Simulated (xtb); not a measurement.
C3H10BO3 (SMILES COB(OC)[OH+]C), charge +1, singlet, geometry from GFN2-xTB. Base run: GFN2-xTB run with xtb.

Geometry (Å):
```xyz
17

C      0.1568     2.5343    -0.3479
O     -0.5371     1.3173    -0.0962
B     -0.1248     0.0800     0.0006
O     -0.8025    -1.0254     0.1807
C     -2.2229    -1.1639     0.2684
O      1.3803    -0.1998    -0.1359
C      1.9055    -1.5290     0.0933
H      0.8446     2.4283    -1.1877
H      0.6949     2.8517     0.5474
H     -0.5988     3.2800    -0.5910
H     -2.7153    -0.1947     0.2224
H     -2.4464    -1.6587     1.2128
H     -2.5477    -1.7918    -0.5605
H      1.9487     0.4704     0.2763
H      2.9114    -1.5734    -0.3215
H      1.9146    -1.7703     1.1556
H      1.2554    -2.2264    -0.4291
```
Charge +1, spin multiplicity 1.
All else is at xtb's defaults.
Base energy -24.60495 Eh.

Variants of this job, named by their change:

```tsv
change	ΔE vs base (kcal/mol)	HOMO-LUMO gap (eV)	G_solv (kcal/mol)	SCF cycles
base	0.000	7.00	-	11
acc = 0.1	0.000	7.00	-	13
etemp = 3000	0.000	7.00	-	11
file = coord	0.000	7.00	-	11
gbsa = acetonitrile	-54.51	7.23	-55.65	11
alpb = water	-55.36	7.25	-56.97	11
```

ALPB and GBSA are two models with their own fitted parameters for each solvent, which aren't always the measured dielectric constant.
